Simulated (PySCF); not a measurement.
Compound: C₂H₆BN.
SMILES: `C=CBN`

Computed with MP2 and CCSD/aug-cc-pVDZ in PySCF, restricted Hartree–Fock reference, frozen core, non-relativistic, gas phase, PBE0-D3(BJ)/def2-SVP geometry.

E(HF) = -158.41081 Eh.

(1) How large is the problem?

(2) What are the MP2 and CCSD correlation energies?

(3) What is the T1 diagnostic?

(4) How does correlation change the dipole moment?

Answers

(1) 146 basis functions and 30 electrons; 4 orbitals frozen, which leaves o = 11 correlated occupied and v = 131 virtual orbitals. That is o·v = 1441 singles and o·v(o·v + 1)/2 = 1038961 distinct closed-shell doubles amplitudes before symmetry; the costliest CCSD step grows as o²v⁴ = 3.6 × 10^10.

(2) MP2 -0.5442 Eh and CCSD -0.5880 Eh, which gives totals of -158.95505 and -158.99883 Eh. That is 0.727 eV for each correlated electron at CCSD (1544 kJ/mol in all, 0.370 % of the total energy); MP2 gives 92.6 % of the CCSD value.

(3) 0.0128, below the customary warning level of 0.02. It is the norm of the spatial-orbital singles amplitudes over the root of the number of correlated electrons, so the norm is 0.060.

(4) HF gives 1.22 D and CCSD (unrelaxed density) 1.52 D, a change of +0.30 D.

Connected triples and the basis-set limit are missing.

The job also held the EOM ionisation roots. The run took 2.5 min wall on one thread, Arm Neoverse V2 (aarch64), shared host, and the process peaked at 2.5 GiB of memory.

Shape of the structure used: `[CH2:1]=[CH:2][BH:3][NH2:4]`: C1–C2–B3–N4 -179°, H–N4–B3–C2 0°, H–N4–B3–C2 180°.

One conformer stands for the species.
